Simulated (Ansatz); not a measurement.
A made-up structure of LiBHI, closed shell:

| atom | x (Å) | y (Å) | z (Å) |
| --- | --- | --- | --- |
| Li1 | 1.2027 | -0.1878 | 1.3158 |
| B2 | -0.6240 | -0.0488 | 0.3145 |
| I3 | 1.0477 | 0.1928 | -1.2835 |
| H4 | 2.1874 | -0.6813 | 2.4625 |

It is relaxed with PBE-D4/def2-SVP and then PBE0-D4/def2-TZVP (Ansatz 0.2.0). Atoms count as bonded within 1.22 times the sum of their covalent radii (H–H: 0.88 Å). The end point is not checked to be a true minimum.

(1) Does its bonding change? (A judgement: the text doesn't fix the answer.)

## Answers

(1) Computed: Yes. Formed: B2–H4; broken: Li1–H4.

Where it ends: The first stage lowers the energy by 3.31 eV in 34 steps. It ends as LiBHI ([Li]1[BH][I]1):
| atom | x (Å) | y (Å) | z (Å) |
| --- | --- | --- | --- |
| Li1 | -0.4213 | -0.1849 | 1.8524 |
| B2 | 1.5187 | -0.3202 | 1.0925 |
| I3 | 0.1168 | 0.1585 | -0.6999 |
| H4 | 2.5997 | -0.3786 | 0.5643 |

Labels in which every atom is bracketed show which atoms are joined, not bond orders.

For scale, one of the runs: PBE0-D4/def2-TZVP relaxation, 101 basis functions, launched by `ansatz run in.yaml --threads 2 --pin off --events-out ev --progress --plain --max-ram 4352MiB`. The run took about 7.5 s on 2 CPU threads of an Arm Neoverse V2 (shared host).
